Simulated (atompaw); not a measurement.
## What one change does to a pseudopotential (technetium (Tc), PAW (atompaw))

atompaw 4.2.0.5 input, output lines left out:

```
Tc 43
LDA-PW scalarrelativistic loggrid 1500 logderivrange -3 5 201
5 5 4 0 0 0
5 0 1
5 1 1
4 2 5
0 0 0
c
c
c
c
v
c
c
c
v
c
v
2
3.00 2.95 2.75 1.90
y
0.1
n
y
0.2
n
y
0.3
n
custom polynom2 7 10 vanderbiltortho besselshape
bessel
3.00
3.00
3.00
3.00
3.00
2.05
```

All-electron outer shells of the reference configuration (LDA (PW92), scalar-relativistic, ld1.x):

```csv
shell,level (eV),outermost node (bohr),outermost maximum (bohr)
4s,-74.85,0.50,0.95
4p,-46.86,0.51,1.03
4d,-8.17,0.50,1.27
5s,-6.19,1.28,2.69
5p,-2.24,1.45,3.54
```

Change: local potential bessel scheme, radius 1.34 bohr.

Cutoffs: the cutoffs (Ry, on a coarse ladder) from which the occupation-weighted sum of valence levels, in a spherical-Bessel basis at the reference potential, stays within 10 and 1 mRy of its value at 400 Ry; they do not see the model core or the augmentation charge, which bear on the density cutoff.

Problem. What does the change do?

Solution. The potential gets neither clearly harder nor softer (18 Ry and 40 Ry → 18 Ry and 40 Ry); a bound ghost appears in s, which as a rule spoils a file; the range in which the p phases agree narrows (upper end 2.7 → 1.3). A state that the projectors do not describe sees the local part alone, so a deeper or shallower local part can create or remove a ghost.

```tsv
quantity	base	changed
cutoff, loose	18 Ry	18 Ry
cutoff, tight	40 Ry	40 Ry
bound ghosts	none	s
s: phases at 3.02 bohr within 0.05 rad from the reference energy up to (Ry; the scan ends near 5)	2.4	3.1
p: phases at 3.02 bohr within 0.05 rad from the reference energy up to (Ry; the scan ends near 5)	2.7	1.3
d: phases at 3.02 bohr within 0.05 rad from the reference energy up to (Ry; the scan ends near 5)	1.2	1.0
lowest overlap eigenvalue by channel	s 0.80, p 1.00, d 0.76	s 0.75, p 1.00, d 0.76
```

 A true bound ghost makes a file unfit for plane-wave use even where its test errors are small: the radial tests pick states by their node count and pass the ghost by. The cutoffs see the waves, projectors and local potential, not the compensation charge or the core.
